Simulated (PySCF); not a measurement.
C5H8O4 (charge -1 and doublet state).
Geometry (GFN2-xTB, Å), atoms numbered from 1 in this order:
```xyz
17
C5H8O4 angstrom
C      1.977   -0.820   -0.401
O      0.726   -0.524   -0.944
C     -0.288   -0.190    0.056
C     -0.002    1.169    0.687
C     -0.446   -1.253    1.087
O     -0.314   -1.076    2.335
O     -1.505   -0.227   -0.710
C     -1.987    0.850   -1.352
O     -1.422    1.879   -1.708
H      2.525   -1.393   -1.152
H      1.870   -1.420    0.513
H      2.544    0.091   -0.162
H      0.294    1.883   -0.076
H     -0.904    1.519    1.183
H      0.777    1.045    1.434
H     -0.772   -2.223    0.682
H     -3.079    0.704   -1.480
```

The hyperfine couplings belong to this conformer and change with its torsions.

Identity: `O([C@]([CH][O-])(OC=O)C)C` [radical] (charge -1).

Theory: UKS B3LYP, pcH-1 on C H O, non-relativistic, mean-field spin-orbit, GIAO (PySCF 2.14.0). Whether the extra electron is bound in the gas phase wasn't checked; a finite basis holds it in any case. The geometry wasn't refined by DFT: couplings that depend on bond lengths, twists or pyramidal angles can differ widely from those at the functional's own minimum, by a factor of two or more for some ions and for spin on atoms past the first row. Stability of the SCF solution: not tested.

Principal values of hyperfine tensors in MHz (contact and dipolar terms together), for some of the nuclei:

```
atom  isotope       A1      A2      A3
  O7      17O   -89.53  -81.96  -72.26
  O2      17O   -62.71  -42.29  -41.70
 H16       1H   -50.58  -33.19  -12.47
  O6      17O  -140.39   24.60   27.46
  C8      13C    15.86   16.38   52.37
  C3      13C   -23.12  -20.52   -4.60
  C1      13C    10.12   11.78   13.29
  O9      17O   -32.02    5.80    6.17
```

**Question.** Give the isotropic coupling of each nucleus in MHz and in mT (g = 2.0038), and the anisotropic part.

**Answer.** a_iso = (A1 + A2 + A3)/3, Ti = Ai − a_iso; 1 mT corresponds to 28.046 MHz.

| atom | a_iso (MHz) | a_iso (mT) | T1 | T2 | T3 |
| --- | --- | --- | --- | --- | --- |
| O7 | -81.25 | -2.897 | -8.28 | -0.71 | 8.99 |
| O2 | -48.90 | -1.744 | -13.81 | 6.61 | 7.20 |
| H16 | -32.08 | -1.144 | -18.50 | -1.11 | 19.61 |
| O6 | -29.44 | -1.050 | -110.95 | 54.05 | 56.90 |
| C8 | 28.21 | 1.006 | -12.34 | -11.83 | 24.17 |
| C3 | -16.08 | -0.573 | -7.04 | -4.44 | 11.48 |
| C1 | 11.73 | 0.418 | -1.61 | 0.05 | 1.56 |
| O9 | -6.68 | -0.238 | -25.34 | 12.49 | 12.85 |

**Question.** What spin density at the nucleus of O9 lies behind its contact coupling (g_N = -0.75752)?

**Answer.** a_FC = 800.24 MHz bohr³ × g_N × ρ(0)/(2S). With a_FC = -6.68 MHz and 2S = 1, ρ(0) = 0.01103 bohr⁻³. The nuclear moment is negative, so coupling and spin density have opposite signs.

**Question.** C5 (13C, g_N = 1.40482) isn't in the table. Its spin density at the nucleus is 0.02437 bohr⁻³. What is its contact coupling?

**Answer.** By the same relation, a_FC = 27.4 MHz. Its full tensor has the principal values -10.70, -7.62, 100.50 MHz.

**Question.** Name the largest traceless tensor T of the table and describe it.

**Answer.** O6: -110.9, 54.0, 56.9 MHz, nearly axial, close to the ratio +1:+1:−2, the form that spin in one p orbital centred on that nucleus gives (the nuclear moment is negative).

**Question.** What first-order splitting does O7 cause when the field lies along A1, A2 or A3 of its tensor (g taken as isotropic, no quadrupole term)?

**Answer.** 6 lines (I = 5/2), spaced by |A_i|/(g × 13.996): 3.19, 2.92, 2.58 mT along the axes of A1, A2 and A3.
